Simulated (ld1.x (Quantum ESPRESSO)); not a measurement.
## An all-electron radial function and its pseudo partner (Mg)

Columns: radius, all-electron u(r) and pseudo u(r) of the 2p shell (level -46.66 eV) of magnesium in the configuration [He] 2s2 2p6 3s2 3p0; PBE, non-relativistic, TM scheme, ld1.x (Quantum ESPRESSO) 7.5.

```csv
r (bohr),all-electron,pseudo
0.036,0.0556,0.0258
0.072,0.1811,0.1007
0.108,0.3344,0.2173
0.144,0.4910,0.3640
0.180,0.6375,0.5265
0.216,0.7668,0.6897
0.252,0.8763,0.8398
0.288,0.9655,0.9663
0.324,1.0351,1.0632
0.360,1.0866,1.1294
0.396,1.1217,1.1674
0.432,1.1426,1.1826
0.468,1.1512,1.1811
0.504,1.1495,1.1685
0.540,1.1391,1.1493
0.576,1.1219,1.1261
0.612,1.0990,1.1003
0.648,1.0718,1.0720
0.684,1.0411,1.0412
0.720,1.0080,1.0080
0.756,0.9730,0.9730
0.792,0.9368,0.9368
0.828,0.8999,0.8999
0.864,0.8627,0.8627
0.900,0.8256,0.8256
0.936,0.7888,0.7888
```

Problem. How many radial nodes do the two functions have?

Solution. The all-electron 2p function has n − l − 1 = 0; the pseudo-wave has 0.

Problem. At about which radius was the pseudo-wave matched?

Solution. 0.72 bohr. The columns agree to 0.0005 from 0.65 bohr on; several derivatives are matched, so the curves merge somewhat inside the radius.

Problem. Is the pseudo-wave norm-conserving?

Solution. Yes: the TM scheme keeps the norm inside the radius equal to the all-electron one, which fixes the energy derivative of the logarithmic derivative at the level.
